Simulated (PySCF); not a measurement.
PySCF input (CCSD(T)/cc-pVDZ):

```python
from pyscf import gto, scf, mp, cc as ccmod

mol = gto.M(
    atom='''
    B    -0.47385476   -0.09623639    0.04129655
    Cl    0.21204896    1.52353839   -0.54337814
    Cl    0.87262152   -1.30324985    0.44884886
    C    -1.86637075   -0.37904607    0.16265464
    H    -2.23867303   -1.33893063    0.50861760
    H    -2.63322690    0.34948385   -0.08403041
    ''',
    basis='cc-pvdz',
    charge=-1,
    spin=0,
    verbose=4,
)

mf = scf.RHF(mol)
mf.conv_tol = 1e-10
mf.max_cycle = 100
mf.kernel()
mp2 = mp.MP2(mf, frozen=12).run()
cc = ccmod.CCSD(mf, frozen=12)
cc.max_cycle = 100
cc.kernel()
et = cc.ccsd_t()
print(f'E(CCSD(T)) = {cc.e_tot + et:.9f}')
```

End of the output:

```
Extra cycle  E= -982.819212398513  delta_E= 3.64e-12  |g|= 3.35e-07  |ddm|= 1.27e-06
converged SCF energy = -982.819212398513

******** <class 'pyscf.mp.mp2.RMP2'> ********
nocc = 12, nmo = 62
frozen orbitals 12
E(RMP2) = -983.319677667608  E_corr = -0.500465269095177
E(SCS-RMP2) = -983.305603636432  E_corr = -0.486391237918451
E_corr(same-spin) = -0.131731251918187
E_corr(oppo-spin) = -0.36873401717699

******** <class 'pyscf.cc.ccsd.CCSD'> ********
CC2 = 0
CCSD nocc = 12, nmo = 62
frozen orbitals 12
max_cycle = 100
direct = 0
conv_tol = 1e-07
conv_tol_normt = 1e-05
diis_space = 6
diis_start_cycle = 0
diis_start_energy_diff = 1e+09
Init t2, MP2 energy = -983.319677671032  E_corr(MP2) -0.500465272518633
Init E_corr(CCSD) = -0.500465272518693
cycle = 1  E_corr(CCSD) = -0.526408001197872  dE = -0.0259427287  norm(t1,t2) = 0.052443
cycle = 2  E_corr(CCSD) = -0.536127418810337  dE = -0.00971941761  norm(t1,t2) = 0.0173732
cycle = 3  E_corr(CCSD) = -0.538463249497385  dE = -0.00233583069  norm(t1,t2) = 0.00795233
cycle = 4  E_corr(CCSD) = -0.539610775695248  dE = -0.0011475262  norm(t1,t2) = 0.00301752
cycle = 5  E_corr(CCSD) = -0.539442199496933  dE = 0.000168576198  norm(t1,t2) = 0.000936038
cycle = 6  E_corr(CCSD) = -0.539426789437066  dE = 1.54100599e-05  norm(t1,t2) = 0.000231415
cycle = 7  E_corr(CCSD) = -0.539436443806035  dE = -9.65436897e-06  norm(t1,t2) = 8.16991e-05
cycle = 8  E_corr(CCSD) = -0.539437872403705  dE = -1.42859767e-06  norm(t1,t2) = 2.5788e-05
cycle = 9  E_corr(CCSD) = -0.539436942080536  dE = 9.30323169e-07  norm(t1,t2) = 7.97388e-06
cycle = 10  E_corr(CCSD) = -0.539436867051491  dE = 7.50290454e-08  norm(t1,t2) = 2.45695e-06
CCSD converged
E(CCSD) = -983.3586492655645  E_corr = -0.5394368670514909
CCSD(T) correction = -0.0151285860807199
E(CCSD(T)) = -983.373777852
```

It need not be the lowest isomer of its formula. Whether it binds its extra electron was not tested at this geometry.
